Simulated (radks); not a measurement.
Task: These are the eigenvalues of the occupied orbitals of an atom or ion with whole-number occupations (Ry). All-electron calculation, Dirac Kohn-Sham, PBE, spin-unpolarised, spherical densities, point nucleus. Program: a radial shooting solver on a logarithmic mesh with Libxc functionals.

| orbital | eigenvalue |
|---|---|
| 1s1/2 | -4945.490 |
| 2s1/2 | -849.5433 |
| 2p1/2 | -811.8330 |
| 2p3/2 | -718.4658 |
| 3s1/2 | -195.0121 |
| 3p1/2 | -178.2741 |
| 3p3/2 | -158.1735 |
| 3d3/2 | -129.9550 |
| 3d5/2 | -125.5775 |
| 4s1/2 | -40.18108 |
| 4p1/2 | -33.28387 |
| 4p3/2 | -28.65602 |
| 4d3/2 | -17.33419 |
| 4d5/2 | -16.48412 |
| 5s1/2 | -5.88313 |
| 5p1/2 | -3.88891 |
| 5p3/2 | -3.24605 |
| 4f5/2 | -2.42154 |
| 4f7/2 | -2.27586 |
| 5d3/2 | -0.77452 |
| 5d5/2 | -0.72420 |
| 7s1/2 | -0.15991 |

Which element is it, and in what charge state? The configuration may be excited. Open shells, if any, are shared by 2j + 1.

Result: Z = 73, tantalum, charge 0: Ta in [Xe] 4f14 5d3 7s2. The list shows which subshells hold electrons but not how many an open one holds; the 1s level, -2472.7 hartree, gives Z - s = 70.3 by -(Z - s)^2/2, which with screening and relativity narrows Z to a few neighbours, and the depths of the outer levels then fix element, charge and occupations together.
